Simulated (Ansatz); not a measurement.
**Worked example: C2H2F4 + GeH3I → C2H2F3I + GeH3F**

Species: C2H2F4 (norflurane) `FCC(F)(F)F`, singlet; GeH3I `[GeH3][I]`, singlet; C2H2F3I (1,1,1-trifluoro-2-iodoethane) `FC(F)(F)CI`, singlet; GeH3F (fluorogermane) `[F][GeH3]`, singlet. The partners trade F for I: C–F and Ge–I bonds give way to C–I and Ge–F.

Shapes, held fixed at every level: PBE0-D4/def2-TZVP. Programs: Ansatz 0.2.0. The zero-point and thermal change to 298 K, harmonic and unscaled (PBE0-D4/def2-TZVP), is -3.1 kJ/mol.

At CCSD(T)/def2-TZVPP; 1 Eh = 2625.50 kJ/mol:

| species | energy (Eh) |
| --- | --- |
| C2H2F4 | -476.241190 |
| GeH3I | -2374.572634 |
| C2H2F3I | -673.650271 |
| GeH3F | -2177.169981 |

**Question.** Work out ΔH(298 K) of the reaction at this level.

**Answer.** 
1. Products less reactants: (-673.650271) + (-2177.169981) − [(-476.241190) + (-2374.572634)] = -0.006428 Eh = -16.9 kJ/mol.
2. With the thermal change: -16.9 + (-3.1) = -20.0 kJ/mol.

Other levels give -15.9 (B2PLYP/def2-TZVPP) to +17.1 kJ/mol (HF/def2-SVP). No measured value is set beside it here. For atoms past krypton def2 sets carry core potentials with scalar relativity. Relativity is left out for Ge. Outer-core shells of Ge, I are correlated, in sets that cover them unevenly. CCSD(T)/def2-TZVPP lies outside the range of all other levels here, so it shouldn't be taken on trust. The median of the other levels is -7.0 kJ/mol.
